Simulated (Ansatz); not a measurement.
Level of theory: PBE-D3(BJ)/def2-TZVP run with Ansatz (a program for electronic structure). No frequencies were computed at this level.

Ansatz 0.2 input:
```yaml
crystal:
  periodic: [false, false, false]
  atoms:
    - { symbol: N, position_ang: [-1.709484, 0.339818, 0.114897] }
    - { symbol: In, position_ang: [0.159404, 0.375497, 1.247449] }
    - { symbol: N, position_ang: [1.680328, -0.421851, -0.105347] }
    - { symbol: H, position_ang: [-1.807051, -0.600407, -0.262611] }
    - { symbol: H, position_ang: [-2.556793, 0.506093, 0.65216] }
    - { symbol: H, position_ang: [2.644889, -0.287917, 0.187702] }
    - { symbol: H, position_ang: [1.588708, 0.08877, -0.980812] }
basis:
  gaussian: { orbitals: def2-tzvp }
hamiltonian:
  xc: pbe
  dispersion: d3bj
relax:
  max_steps: 150
magnetization:
  spin_polarized: true
  initial_magnetization: 1
```

Output:

```
Functional definition: PBE
874 factors; their error is unknown
mean field evaluation 1: about -8191.6917 eV, gradient 7.8e1 eV
mean field evaluation 2: about -8016.9786 eV, gradient 1.6e2 eV
mean field evaluation 4: about -8215.6224 eV, gradient 1.5e1 eV
mean field evaluation 8: about -8216.5268 eV, gradient 4.3e-1 eV
mean field evaluation 16: about -8216.5120 eV, gradient 3.0e-4 eV
mean field -8216.51197471 eV, -301.9512457187 hartree, gradient 4.5e-5 eV, S^2 0.754371; 1 other end points of the search recorded, 0 dependent functions left out
reference -8216.51202566 eV, -301.9512475910 hartree; 20, 19 occupied and 116, 117 virtual orbitals, 874 factors
relax step   1: F+E_penalty+E_count = -8216.61954968 eV  Δ(F+E_penalty+E_count) = +0.000e0 eV  max|allowed force component| = 7.965e-1 eV/Å  Δτ_max = 0.0000 Å  (53 SCF iters, accepted)
these checks for a lower state are left out or cut short: starts, cluster_reference, orbital_swaps, neighbouring_geometries, increment
874 factors; their error is unknown
mean field evaluation 32: about -8216.5424 eV, gradient 6.9e-6 eV
mean field -8216.54237748 eV, -301.9523630000 hartree, gradient 6.9e-6 eV, S^2 0.753711; 0 other end points of the search recorded, 0 dependent functions left out
reference -8216.54242934 eV, -301.9523649056 hartree; 20, 19 occupied and 116, 117 virtual orbitals, 874 factors
relax step   2: F+E_penalty+E_count = -8216.65077997 eV  Δ(F+E_penalty+E_count) = -3.123e-2 eV  max|allowed force component| = 5.639e-1 eV/Å  Δτ_max = 0.1683 Å  (39 SCF iters, accepted)
these checks for a lower state are left out or cut short: starts, cluster_reference, orbital_swaps, neighbouring_geometries, increment
874 factors; their error is unknown
mean field -8216.53872489 eV, -301.9522287698 hartree, gradient 8.8e-6 eV, S^2 0.753623; 0 other end points of the search recorded, 0 dependent functions left out
reference -8216.53877595 eV, -301.9522306463 hartree; 20, 19 occupied and 116, 117 virtual orbitals, 874 factors
relax step   3: F+E_penalty+E_count = -8216.64676157 eV  Δ(F+E_penalty+E_count) = +4.018e-3 eV  max|allowed force component| = 7.670e-1 eV/Å  Δτ_max = 0.1845 Å  (40 SCF iters, rejected (line search))
these checks for a lower state are left out or cut short: starts, cluster_reference, orbital_swaps, neighbouring_geometries, increment
874 factors; their error is unknown
mean field -8216.57408463 eV, -301.9535282162 hartree, gradient 8.7e-6 eV, S^2 0.753542; 0 other end points of the search recorded, 0 dependent functions left out
reference -8216.57413671 eV, -301.9535301301 hartree; 20, 19 occupied and 116, 117 virtual orbitals, 874 factors
relax step   4: F+E_penalty+E_count = -8216.68193361 eV  Δ(F+E_penalty+E_count) = -3.115e-2 eV  max|allowed force component| = 4.016e-2 eV/Å  Δτ_max = 0.0923 Å  (35 SCF iters, accepted)
these checks for a lower state are left out or cut short: starts, cluster_reference, orbital_swaps, neighbouring_geometries, increment
874 factors; their error is unknown
mean field -8216.57436312 eV, -301.9535384507 hartree, gradient 8.3e-6 eV, S^2 0.753522; 0 other end points of the search recorded, 0 dependent functions left out
reference -8216.57441511 eV, -301.9535403613 hartree; 20, 19 occupied and 116, 117 virtual orbitals, 874 factors
relax step   5: F+E_penalty+E_count = -8216.68220031 eV  Δ(F+E_penalty+E_count) = -2.667e-4 eV  max|allowed force component| = 3.113e-2 eV/Å  Δτ_max = 0.0170 Å  (34 SCF iters, accepted)
these checks for a lower state are left out or cut short: starts, cluster_reference, orbital_swaps, neighbouring_geometries, increment
874 factors; their error is unknown
mean field -8216.57471276 eV, -301.9535512996 hartree, gradient 8.6e-6 eV, S^2 0.753536; 0 other end points of the search recorded, 0 dependent functions left out
reference -8216.57476486 eV, -301.9535532141 hartree; 20, 19 occupied and 116, 117 virtual orbitals, 874 factors
relax step   6: F+E_penalty+E_count = -8216.68237864 eV  Δ(F+E_penalty+E_count) = -1.783e-4 eV  max|allowed force component| = 8.635e-3 eV/Å  Δτ_max = 0.0151 Å  (35 SCF iters, accepted)
874 factors; their error is unknown
mean field evaluation 64: about -8192.4275 eV, gradient 7.7e1 eV
mean field -8216.57471276 eV, -301.9535512996 hartree, gradient 5.0e-5 eV, S^2 0.753536; 2 other end points of the search recorded, 0 dependent functions left out
reference -8216.57476486 eV, -301.9535532141 hartree; 20, 19 occupied and 116, 117 virtual orbitals, 874 factors
Total energy: -8216.68243074 eV, -301.9575098622 hartree
Atom 0 at    -1.694306     0.296651     0.111758 Å, force    -0.005976    -0.001327     0.005486 eV/Å
Atom 1 at     0.146725     0.353580     1.155676 Å, force    -0.000131    -0.003236    -0.008635 eV/Å
Atom 2 at     1.657014    -0.386433    -0.130574 Å, force     0.004086     0.002832     0.004258 eV/Å
Atom 3 at    -1.885181    -0.650816    -0.235237 Å, force     0.004029     0.002582     0.001809 eV/Å
Atom 4 at    -2.495650     0.554685     0.695408 Å, force     0.003594     0.000474    -0.003643 eV/Å
Atom 5 at     2.597634    -0.309091     0.267598 Å, force    -0.002618    -0.001991    -0.000942 eV/Å
Atom 6 at     1.673765     0.141429    -1.011189 Å, force    -0.002984     0.000667     0.001666 eV/Å
Dipole moment:     0.024445     0.058918     0.172356 e Å
```

Cost: around 40 core-seconds (rough).
